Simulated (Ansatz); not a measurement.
Process, species as SMILES: F[SiH] (F-SiH) (closed-shell singlet) → F atom + H atom + Si atom
B3LYP-D3(BJ)/def2-TZVP geometries, fixed; electronic energies without zero-point terms.

Basis-set convergence of the atomisation energy at HF with Ansatz (a quantum-chemistry and plane-wave program). Cartesian d functions, on some or all atoms, in 6-31+G*, 6-311G**; all else is spherical. A restricted Hartree-Fock determinant is unstable towards unrestricted orbitals. Open shells are unrestricted. No added dispersion term, no relativity. Functions are those of the species that has most. Reference: the value in aug-pcseg-3, 156.61 kcal/mol, itself unsure by roughly 0.44 kcal/mol (its mean distance from aug-cc-pV(Q+d)Z, cc-pV(5+d)Z, def2-QZVPPD). Deviations are taken from unrounded values.

```csv
basis,functions,atomisation energy (kcal/mol),minus reference (kcal/mol)
STO-3G,15,156.30,-0.30
6-31G,24,114.32,-42.28
def2-SV(P),34,146.83,-9.78
6-31+G*,44,149.45,-7.16
6-311G**,51,145.31,-11.30
def2-SVPD,55,150.54,-6.07
aug-pcseg-1,59,150.24,-6.37
def2-TZVP,74,154.62,-1.99
jun-cc-pV(T+d)Z,101,154.49,-2.12
cc-pV(Q+d)Z,149,156.09,-0.52
def2-QZVPP,157,155.99,-0.62
aug-cc-pV(Q+d)Z,215,156.22,-0.39
aug-pcseg-3,223,156.61,0.00
```
